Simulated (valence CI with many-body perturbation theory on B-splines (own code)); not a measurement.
E1 line list for Nd⁵²⁺

Calculated by valence CI with perturbative core correlation (CI+MBPT): six valence electrons over a frozen Dirac-Fock core [He], radial functions for each j: 9 s, 9 p, 8 d, 6 f, 3 g, 1 h, with the one-electron correlation potential Σ1, the two-electron term Σ2, the three-electron term Σ3, Breit, model QED; selected CI, second order for the rest, scaled by the run's own slope (own B-spline code, finite nucleus).

No measured spectrum was set against this ion. As an estimate, large intervals hold to a few tenths of a per cent, small ones and those within an open d or f shell to about a per cent. Among the levels kept, up to 2400 cm⁻¹ of a level comes from second order outside the variational space, and about a tenth of that is noise between levels of different J, which matters for small intervals.

Lines 1 to 50 of 204 in falling wavelength, among levels below 6492.9 eV, chosen from the strongest by gf and those to the six lowest levels. Wavelengths and rates use the calculated energies. Electric multipoles are in the length gauge with retardation, E1 and E2 with the static RPA response of the core. Weak lines are less certain than strong ones. Lines between different terms over intervals too small for the method are left out, as are lines whose strength nearly cancels. The highest levels of a list are the least certain.

Levels are named by their leading jj configuration (3d3/2^4 stands for four electrons in 3d with j = 3/2), which in mixed levels can hold well under half, so a name can repeat and another be missing. Letters in brackets count levels of one name in rising energy.

```tsv
λ vac (Å)	Upper	Lower	A (s⁻¹)	S (a.u.) with core polarisation	S without
151.9	(2s^2 2p1/2 2p3/2^2 3p1/2) J=3	(2s^2 2p1/2 2p3/2^2 3s) J=2 [b]	4.61e+09	5.59e-02	5.59e-02
148.9	(2s^2 2p1/2 2p3/2^2 3p1/2) J=1 [b]	(2s^2 2p1/2 2p3/2^2 3s) J=1 [b]	6.00e+09	2.93e-02	2.93e-02
148.9	(2s^2 2p1/2^2 2p3/2 3p1/2) J=2	(2s^2 2p1/2^2 2p3/2 3s) J=1	4.43e+09	3.60e-02	3.61e-02
145.5	(2s^2 2p1/2 2p3/2^2 3p1/2) J=2 [a]	(2s^2 2p1/2 2p3/2^2 3s) J=1 [a]	3.80e+09	2.89e-02	2.89e-02
142.7	(2s^2 2p1/2 2p3/2^2 3p1/2) J=1 [a]	(2s^2 2p1/2 2p3/2^2 3s) J=2 [a]	8.53e+09	3.67e-02	3.67e-02
141.1	(2s^2 2p1/2 2p3/2^2 3p1/2) J=3	(2s^2 2p1/2 2p3/2^2 3s) J=3	4.90e+09	4.75e-02	4.75e-02
139.8	(2s^2 2p1/2^2 2p3/2 3p1/2) J=1	(2s^2 2p1/2^2 2p3/2 3s) J=2	9.18e+09	3.72e-02	3.72e-02
137.0	(2s^2 2p1/2^2 2p3/2 3p1/2) J=2	(2s^2 2p1/2^2 2p3/2 3s) J=2	6.42e+09	4.08e-02	4.08e-02
134.3	(2s 2p1/2^2 2p3/2^2 3p1/2) J=2	(2s^2 2p1/2 2p3/2^2 3p3/2) J=3 [b]	3.52e+09	2.10e-02	2.10e-02
131.2	(2s^2 2p1/2 2p3/2^2 3p1/2) J=2 [a]	(2s^2 2p1/2 2p3/2^2 3s) J=2 [a]	5.91e+09	3.30e-02	3.30e-02
128.4	(2s^2 2p1/2 2p3/2^2 3d3/2) J=3 [b]	(2s^2 2p1/2 2p3/2^2 3p3/2) J=3 [b]	2.87e+09	2.10e-02	2.10e-02
111.5	(2s^2 2p1/2 2p3/2^2 3d3/2) J=3 [a]	(2s^2 2p1/2 2p3/2^2 3p3/2) J=3 [a]	4.95e+09	2.37e-02	2.37e-02
107.6	(2s^2 2p1/2 2p3/2^2 3p1/2) J=2 [b]	(2s^2 2p1/2 2p3/2^2 3s) J=3	1.65e+10	5.06e-02	5.06e-02
105.2	(2s^2 2p1/2 2p3/2^2 3p1/2) J=0	(2s^2 2p1/2 2p3/2^2 3s) J=1 [b]	2.86e+10	1.64e-02	1.64e-02
102.7	(2s^2 2p1/2 2p3/2^2 3d5/2) J=4	(2s^2 2p1/2 2p3/2^2 3p3/2) J=3 [b]	4.64e+09	2.23e-02	2.23e-02
100.6	(2s^2 2p1/2^2 2p3/2 3d5/2) J=2	(2s^2 2p1/2^2 2p3/2 3p3/2) J=2	9.65e+09	2.43e-02	2.43e-02
98.96	(2s^2 2p1/2^2 2p3/2 3d5/2) J=1	(2s^2 2p1/2^2 2p3/2 3p3/2) J=0	1.44e+10	2.07e-02	2.07e-02
91.12	(2s^2 2p1/2^2 2p3/2 3d5/2) J=4	(2s^2 2p1/2^2 2p3/2 3p3/2) J=3	3.61e+10	1.21e-01	1.21e-01
90.91	(2s^2 2p1/2^2 2p3/2 3d5/2) J=3	(2s^2 2p1/2^2 2p3/2 3p3/2) J=2	3.05e+10	7.91e-02	7.91e-02
89.64	(2s^2 2p1/2 2p3/2^2 3d5/2) J=3	(2s^2 2p1/2 2p3/2^2 3p3/2) J=2 [a]	2.69e+10	6.70e-02	6.70e-02
86.12	(2s^2 2p1/2 2p3/2^2 3d5/2) J=4	(2s^2 2p1/2 2p3/2^2 3p3/2) J=3 [a]	3.06e+10	8.68e-02	8.68e-02
85.60	(2s^2 2p1/2^2 2p3/2 3d5/2) J=2	(2s^2 2p1/2^2 2p3/2 3p3/2) J=1	2.57e+10	3.98e-02	3.98e-02
85.00	(2s^2 2p1/2 2p3/2^2 3d5/2) J=3	(2s^2 2p1/2 2p3/2^2 3p3/2) J=3 [a]	6.63e+09	1.41e-02	1.41e-02
78.38	(2s^2 2p1/2^2 2p3/2 3d5/2) J=3	(2s^2 2p1/2^2 2p3/2 3p3/2) J=3	7.70e+09	1.28e-02	1.28e-02
74.40	(2s^2 2p1/2^2 2p3/2 3d5/2) J=1	(2s^2 2p1/2^2 2p3/2 3p3/2) J=1	3.01e+10	1.83e-02	1.83e-02
59.24	(2s^2 2p3/2^4) J=0	(2s 2p1/2^2 2p3/2^3) J=1	1.12e+09	1.15e-04	1.15e-04
54.57	(2s^2 2p1/2 2p3/2^2 3p3/2) J=3 [b]	(2s^2 2p1/2 2p3/2^2 3s) J=2 [b]	5.48e+10	3.08e-02	3.08e-02
54.41	(2s^2 2p1/2 2p3/2^2 3p3/2) J=1 [a]	(2s^2 2p1/2 2p3/2^2 3s) J=2 [b]	1.12e+11	2.68e-02	2.68e-02
53.61	(2s^2 2p1/2 2p3/2^2 3p3/2) J=2 [a]	(2s^2 2p1/2 2p3/2^2 3s) J=1 [a]	7.59e+10	2.89e-02	2.89e-02
53.22	(2s^2 2p1/2 2p3/2^2 3p3/2) J=3 [a]	(2s^2 2p1/2 2p3/2^2 3s) J=2 [a]	1.06e+11	5.52e-02	5.52e-02
53.10	(2s^2 2p1/2 2p3/2^2 3p3/2) J=3 [b]	(2s^2 2p1/2 2p3/2^2 3s) J=3	3.11e+10	1.61e-02	1.61e-02
52.89	(2s^2 2p1/2 2p3/2^2 3p3/2) J=0	(2s^2 2p1/2 2p3/2^2 3s) J=1 [a]	2.10e+11	1.54e-02	1.54e-02
52.74	(2s^2 2p1/2^2 2p3/2 3p3/2) J=1	(2s^2 2p1/2^2 2p3/2 3s) J=1	1.76e+11	3.83e-02	3.83e-02
52.50	(2s^2 2p1/2 2p3/2^2 3p3/2) J=2 [b]	(2s^2 2p1/2 2p3/2^2 3s) J=1 [b]	6.25e+10	2.23e-02	2.23e-02
52.20	(2s^2 2p1/2 2p3/2^2 3d3/2) J=2 [b]	(2s^2 2p1/2 2p3/2^2 3p1/2) J=2 [b]	9.72e+10	3.41e-02	3.41e-02
51.75	(2s^2 2p1/2 2p3/2^2 3p3/2) J=1 [c]	(2s^2 2p1/2 2p3/2^2 3s) J=1 [b]	3.67e+10	7.52e-03	7.52e-03
51.67	(2s^2 2p1/2 2p3/2^2 3d3/2) J=3 [c]	(2s^2 2p1/2 2p3/2^2 3p1/2) J=2 [b]	9.36e+10	4.46e-02	4.46e-02
51.55	(2s^2 2p1/2 2p3/2^2 3p3/2) J=2 [a]	(2s^2 2p1/2 2p3/2^2 3s) J=2 [a]	1.02e+11	3.44e-02	3.44e-02
51.54	(2s^2 2p1/2 2p3/2^2 3d3/2) J=1 [b]	(2s^2 2p1/2 2p3/2^2 3p1/2) J=2 [b]	9.89e+10	2.01e-02	2.00e-02
51.39	(2s^2 2p1/2 2p3/2^2 3p3/2) J=4	(2s^2 2p1/2 2p3/2^2 3s) J=3	2.42e+11	1.46e-01	1.46e-01
51.21	(2s^2 2p1/2^2 2p3/2 3p3/2) J=3	(2s^2 2p1/2^2 2p3/2 3s) J=2	2.44e+11	1.13e-01	1.13e-01
51.18	(2s^2 2p1/2^2 2p3/2 3p3/2) J=1	(2s^2 2p1/2^2 2p3/2 3s) J=2	4.49e+10	8.90e-03	8.90e-03
51.10	(2s^2 2p1/2 2p3/2^2 3p3/2) J=1 [c]	(2s^2 2p1/2 2p3/2^2 3s) J=0	1.04e+11	2.06e-02	2.06e-02
51.03	(2s^2 2p1/2 2p3/2^2 3p3/2) J=3 [c]	(2s^2 2p1/2 2p3/2^2 3s) J=2 [b]	4.74e+10	2.17e-02	2.17e-02
50.46	(2s^2 2p1/2^2 2p3/2 3d3/2) J=2	(2s^2 2p1/2^2 2p3/2 3p1/2) J=2	8.39e+10	2.66e-02	2.66e-02
50.15	(2s^2 2p1/2 2p3/2^2 3d3/2) J=2 [a]	(2s^2 2p1/2 2p3/2^2 3p1/2) J=2 [a]	9.45e+10	2.94e-02	2.94e-02
50.09	(2s^2 2p1/2^2 2p3/2 3d3/2) J=2	(2s^2 2p1/2^2 2p3/2 3p1/2) J=1	9.02e+10	2.80e-02	2.80e-02
50.06	(2s^2 2p1/2 2p3/2^2 3p3/2) J=1 [a]	(2s^2 2p1/2 2p3/2^2 3s) J=1 [a]	9.23e+10	1.71e-02	1.71e-02
49.74	(2s^2 2p1/2 2p3/2^2 3p3/2) J=3 [c]	(2s^2 2p1/2 2p3/2^2 3s) J=3	1.15e+11	4.88e-02	4.89e-02
49.65	(2s^2 2p1/2 2p3/2^2 3d3/2) J=3 [a]	(2s^2 2p1/2 2p3/2^2 3p1/2) J=2 [a]	5.06e+10	2.14e-02	2.14e-02
```
